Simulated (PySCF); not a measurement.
## Deuteron quadrupole couplings in `Fc1ccc(-n2ncnc2F)cc1`

C8H5F2N3.
Z-matrix (Å and degrees, GFN2-xTB geometry), rows numbered from 1:
```
F 
C   1  1.3450
C   2  1.3833  1  119.04
C   3  1.3830  2  119.27  1   179.94
C   4  1.3908  3  119.48  2     0.28
N   5  1.4045  4  121.78  3   179.98
N   6  1.3487  5  121.11  4   170.48
C   7  1.3047  6  104.76  5   179.92
N   8  1.3522  7  114.16  6    -0.20
C   9  1.3005  8  102.51  7     0.13
F  10  1.3152  6  122.75  5    -0.42
C   5  1.3927  4  120.59  3    -0.45
C  12  1.3799  5  120.00  4     0.23
H   3  1.0779  2  119.92  1     0.15
H   4  1.0771  3  119.12  2  -179.49
H   8  1.0693  7  123.17  6   179.82
H  12  1.0777  5  118.84  4  -179.46
H  13  1.0779  2  119.91  1    -0.07
```

Level: PBE0/pcSseg-1 (PySCF, non-relativistic); Q(2H) = 0.00286 b; rigid geometry, the same for H and D, with no vibrational averaging.

Problem. Rank these positions by the coupling χzz of a deuteron there, largest first.
A. H16 (aromatic hydrogen)
B. H17 (aromatic hydrogen)
C. H18 (aromatic hydrogen)

Solution. A (231 kHz), C (221 kHz), B (216 kHz).

Problem. Give the electric field gradient Vzz (the principal value of largest size), its asymmetry and the 2H coupling at each hydrogen.

Solution. 
| atom | bonded to | bond length (Å) | Vzz (au) | η | χzz (kHz) |
| --- | --- | --- | --- | --- | --- |
| H14 | C3 | 1.078 | 0.3292 | 0.07 | 221 |
| H15 | C4 | 1.077 | 0.3249 | 0.08 | 218 |
| H16 | C8 | 1.069 | 0.3436 | 0.07 | 231 |
| H17 | C12 | 1.078 | 0.3217 | 0.05 | 216 |
| H18 | C13 | 1.078 | 0.3293 | 0.06 | 221 |

Problem. A static deuteron (I = 1) shows a doublet split by (3/2)χ, (3/4)χ(1 + η) and (3/4)χ(1 − η) with the field along z, y and x of the gradient. What are these for H16?

Solution. With |χ| = 230.9 kHz and η = 0.068: 346, 185 and 161 kHz, to first order and without motion.

Geometry: GFN2-xTB, one conformer, isolated molecule. GFN2-xTB bond lengths can be off by several hundredths of an ångström, more for odd bonds, and the gradients follow them. With a basis this small, the couplings can be 20 % off.
